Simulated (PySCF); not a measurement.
# Polarisability and C₆ of Mo⁺ (molybdenum, charge +1)

[Kr] 4d5, high-spin 6S determinant. Computed with PySCF 2.14 in ANO-RCC-VTZP, with scalar relativity by spin-free X2C-1e. Coupled (time-dependent) response in atomic units; α is the mean over directions. The basis has no added diffuse functions, which lowers α and C₆.

| method | mean α (bohr³) | C₆ (like pair) | S(−4) |
| --- | --- | --- | --- |
| UHF | 16.15 | 97.79 | 172.0 |
| PBE | 19.36 | 115.6 | 310.3 |
| PBE0 | 17.99 | 108.2 | 244.0 |

S(−4) is the Cauchy moment in α(ω) = α(0) + S(−4) ω² + …

α(iu) at UHF:

```csv
u (hartree),α(iu) (bohr³)
0,16.15
0.0500,15.73
0.100,14.68
0.200,12.10
0.300,10.05
0.500,7.600
0.750,5.847
1.00,4.642
1.50,3.055
2.00,2.112
3.00,1.149
5.00,0.4828
```

A single London oscillator, α(iu) = α/(1 + u²/ω²), gives C₆ = (3/4) ω α². Matching the computed C₆ needs ω = 4 × 97.79 / (3 × 16.15²) = 0.500 hartree.

For an ion, C₆ is the dispersion term alone; charge-induced terms of lower order in 1/R come first.
